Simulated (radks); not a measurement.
Values are calculated unless marked as measured or tabulated.
Q: The mean radii <r> (bohr) of the occupied orbitals of an atom or ion are listed with their occupations. Level of theory: scalar-relativistic Kohn-Sham, r2SCAN, spin-polarised, spherical densities, finite nucleus; meta-GGA in the generalised Kohn-Sham scheme; Fermi nuclear charge, rms radius of each element as measured or else 0.836 A^(1/3) + 0.57 fm (a radial shooting solver on a logarithmic mesh with Libxc functionals).

| orbital | occ. | <r> |
|---|---|---|
| 1s up | 1 | 0.02507 |
| 1s down | 1 | 0.02507 |
| 2s up | 1 | 0.1074 |
| 2s down | 1 | 0.1074 |
| 2p up | 3 | 0.09426 |
| 2p down | 3 | 0.09426 |
| 3s up | 1 | 0.2846 |
| 3s down | 1 | 0.2846 |
| 3p up | 3 | 0.2828 |
| 3p down | 3 | 0.2828 |
| 3d up | 5 | 0.2599 |
| 3d down | 5 | 0.2599 |
| 4s up | 1 | 0.6542 |
| 4s down | 1 | 0.6543 |
| 4p up | 3 | 0.6926 |
| 4p down | 3 | 0.6926 |
| 4d up | 5 | 0.7664 |
| 4d down | 5 | 0.7654 |
| 5s up | 1 | 1.523 |
| 5s down | 1 | 1.524 |
| 5p up | 3 | 1.705 |
| 5p down | 2 | 1.709 |

Name the element and its charge. Open shells, if any, are filled with parallel spins first.

A: Z = 57, lanthanum, charge +4: La4+ in [Kr] 4d10 5s2 5p5. The 1s radius gives Z: for a bare nucleus <r> = (2 gamma + 1)/(2Z) with gamma = sqrt(1 - (Z/c)^2), 0.02473 bohr for Z = 57, and screening makes it slightly larger (0.02507 here). The occupations add up to 53, and the charge is Z minus that.
